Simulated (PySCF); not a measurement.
Computed IR spectrum (relative IR intensity) of a molecule C₃H₁₀ClNSi. The structure is a stationary point at B3LYP-D3(BJ)/def2-SVP. Other conformers were not sampled. Level of theory: B3LYP-D3(BJ)/def2-SVP (PySCF). Frequencies are harmonic and unscaled.

Lines under 2 % of the strongest are left out, and lines within 2 cm⁻¹ are merged.

| ν (cm⁻¹) | relative intensity |
|---|---|
| 86 | 2.5 |
| 291 | 3.4 |
| 426 | 4.2 |
| 519 | 37 |
| 578 | 7.5 |
| 691 | 11 |
| 727 | 20 |
| 874 | 100 |
| 953 | 39 |
| 1066 | 11 |
| 1172 | 16 |
| 1261 | 3.6 |
| 1330 | 2.5 |
| 1452 | 2.3 |
| 1465 | 2.2 |
| 1470 | 2.1 |
| 1479 | 2.4 |
| 1497 | 4.1 |
| 2244 | 30 |
| 2252 | 47 |
| 2938 | 37 |
| 2957 | 14 |
| 3015 | 11 |
| 3067 | 11 |
| 3090 | 8.8 |
| 3116 | 7.5 |
| 3123 | 4.0 |

Which molecule gave these data?
A. CC[Si@@H](Cl)CN
B. C[Si](C)(Cl)CN
C. CN[C@@H](C)[SiH2]Cl
D. CCN[Si@H](C)Cl

C, CN[C@@H](C)[SiH2]Cl
